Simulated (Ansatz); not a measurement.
Molecule: BF, net charge 1, doublet state. 
Structure (B3LYP-D3(BJ)/def2-TZVP (Ansatz, a first-principles code) minimum search):
```
B
F 1 1.2149
```
Charge +1, spin multiplicity 2.

Basis-set convergence of Hartree-Fock and CCSD(T) correlation energies (hartree) with Ansatz. Correlated levels leave the core frozen unless marked. UHF or UKS for open shells. No spin-orbit coupling. Non-relativistic.

```csv
basis,functions,E(HF),"E(corr, CCSD(T))"
def2-SVP,28,-123.64422,-0.23148
def2-TZVPP,62,-123.80177,-0.29885
def2-QZVPP,114,-123.80822,-0.32448
```

Extrapolating the two largest sets (X = 3 and 4) as X^-3: E(corr) = (64·(-0.32448) - 27·(-0.29885))/37 = -0.3432 Eh, an estimate of the basis-set limit. The largest set recovers 94.6 % of it, the smallest 67.5 %.
